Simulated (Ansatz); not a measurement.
Geometry optimisation, RKS B3LYP-D4/cc-pVDZ (Ansatz).

Input:

```yaml
crystal:
  periodic: [false, false, false]
  atoms:
    - { symbol: B, position_ang: [0.0, 0.0, 0.0] }
    - { symbol: O, position_ang: [0.0, 0.0, 1.76] }
    - { symbol: H, position_ang: [-0.9095, -0.2814, 2.0971] }
    - { symbol: Cl, position_ang: [1.6108, 0.0, -0.93] }
    - { symbol: H, position_ang: [-1.0305, 0.0, -0.595] }
    - { symbol: Cl, position_ang: [0.4607, 1.9974, 0.6811] }
    - { symbol: H, position_ang: [0.2517, 1.0912, 1.6763] }
basis:
  gaussian: { orbitals: cc-pVDZ }
hamiltonian:
  xc: b3lyp
  dispersion: d4
relax:
  f_tol: 0.15
  max_steps: 25
  restrain:
    - { distance: [0, 5], at: 3.06, k: 30.0 }
    - { distance: [6, 1], at: 2.21, k: 30.0 }
    - { distance: [0, 1], at: 1.41, k: 30.0 }
    - { distance: [6, 5], at: 1.37, k: 30.0 }
```

Command:

```bash
$ ansatz run input.yaml --threads 1 --pin off --max-ram 2048MiB --backend cpu --events-out ev --progress --plain --runs-dir out
```

**Question.** Where does it end, and by what steps?

**Answer.** The forces met the threshold. The restraints hold the end off the free minimum; the threshold counts their pulls, which the force column leaves out. Restrained pairs: B1–Cl6 (2.16 → 3.07 Å), O2–H7 (1.12 → 2.21 Å), B1–O2 (1.76 → 1.38 Å), Cl6–H7 (1.36 → 1.34 Å). After 9 steps the energy has fallen by 2.855 eV (the restraints' own energy left out); Cl6 moved furthest, 0.76 Å.

| step | energy less start (eV) | largest force component (eV/Å) | accepted |
| --- | --- | --- | --- |
| 0 | 0.0000 | 5.085 | yes |
| 1 | -0.9089 | 2.800 | yes |
| 2 | -1.6245 | 2.706 | yes |
| 3 | -2.2365 | 1.653 | yes |
| 4 | -2.7053 | 0.898 | yes |
| 5 | -2.8269 | 0.934 | yes |
| 6 | -2.8519 | 0.877 | yes |
| 7 | -2.8177 | 1.018 | no |
| 8 | -2.8463 | 0.879 | yes |
| 9 | -2.8549 | 0.800 | yes |

```xyz
7
Properties=species:S:1:pos:R:3
B -0.048 -0.246 0.079
O -0.019 -0.448 1.445
H -0.912 -0.393 1.818
Cl 1.494 -0.385 -0.773
H -1.055 -0.041 -0.537
Cl 0.272 2.678 0.952
H 0.651 1.642 1.706
```

Run time: 28 s on 1 thread of AMD EPYC 7R43 64-Core Processor (Zen 3), with other jobs on the host, peak memory 0.17 GiB.
